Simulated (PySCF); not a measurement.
An unknown is described by computed data only.

Elements present: C, F, H, O and P. Monoisotopic mass: 174.0058 u.

* 13C NMR: chemical shifts (computed TMS as zero) by class: 109.8 (1 C), 2.0 (1 C), 0.7 (1 C), -1.4 (1 C) ppm [GIAO HF/pcSseg-1]
* Triplet: lowest triplet excitation (Tamm–Dancoff): 6.71 eV [TDA B3LYP/def2-SVPD]
* NMR, other nuclei: isotropic shieldings of nuclei other than C and H, by class: 226 (1 O), 266 (1 O), 308 (3 F), 334 (1 P) ppm [GIAO HF/pcSseg-1]
* Rotational structure: rotational constants A, B, C: 1.733, 0.967, 0.838 GHz [PBE0-D3(BJ)/def2-SVP]
* 1H NMR: chemical shifts (computed TMS as zero) by class: 3.16 (1 H), 1.20 (1 H), 1.02 (1 H), 1.00 (1 H), 0.92 (1 H), 0.57 (1 H) ppm [GIAO HF/pcSseg-1]
* UV, first state: lowest singlet excitation: 6.89 eV (180 nm, f = 0.004) [TDDFT B3LYP/def2-SVPD]

The electronic properties come from PySCF, for the isolated species, density fitting. Levels stand in brackets. The structure is a single PBE0-D3(BJ)/def2-SVP conformer in the gas phase; no vibrational or solvent corrections. NMR classes are plain means over equivalent atoms (diastereotopic ones count apart unless rotation or inversion swaps them), as if these changed places fast.

Question: Which formula fits the mass and the elements?

Answer: C4H6F3O2P (calculated 174.0058). No other formula that holds each of these elements comes within 0.0003 u with a fitting electron parity and a possible valence count.

Question: Propose a structure and show how it fits.

Answer: Numbering: `[O:1]=[P@@:2]([OH:3])([CH:4]1[CH2:5][CH2:6]1)[C:7]([F:8])([F:9])[F:10]`. 4 carbons fall into 4 classes; from least to most shielded: CF3 carbon [C7] (109.8 ppm), three-membered-ring carbon [C5] (2.0 ppm), three-membered-ring carbon [C6] (0.7 ppm), ring sp3 carbon bound to phosphorus [C4] (-1.4 ppm). Hydrogen classes from least to most shielded: 1 H on a hydroxyl oxygen, O3 (3.16 ppm), 1 H on a three-membered-ring carbon, C6 (1.20 ppm), 1 H on a three-membered-ring carbon, C5 (1.02 ppm), 1 H on a three-membered-ring carbon, C6 (1.00 ppm), 1 H on a three-membered-ring carbon, C5 (0.92 ppm), 1 H on an sp3 carbon bound to phosphorus, C4 (0.57 ppm). The other shieldings belong to: 226 ppm, phosphoryl oxygen [O1]; 266 ppm, hydroxyl oxygen [O3]; 308 ppm, fluorine of a CF3 group [F8/F9/F10]; 334 ppm, phosphoryl phosphorus [P2]. S1 is mainly HOMO→LUMO (weight 0.96); the largest Löwdin shares of the orbital it empties are 0.54 on the phosphoryl oxygen, 0.12 on the phosphoryl phosphorus, 0.08 on the sp3 carbon bound to phosphorus and 0.06 on the CF3 carbon, of the orbital it fills 0.30 on the hydroxyl oxygen, 0.18 on the hydroxyl hydrogen, 0.10 on the phosphoryl phosphorus and 0.08 on the phosphoryl oxygen. The optimised geometry has point group C1 and is an asymmetric top. Structure: `O=[P@@](O)(C1CC1)C(F)(F)F`. The assignments are read from this structure; whether some other isomer fits the data as well wasn't checked. The mirror image fits equally.

Conformer computed: `[O:1]=[P@@:2]([OH:3])([CH:4]1[CH2:5][CH2:6]1)[C:7]([F:8])([F:9])[F:10]`: O1–P2–C4–C5 -164°, O1–P2–C7–F8 -69°, H–O3–P2–O1 -28°.
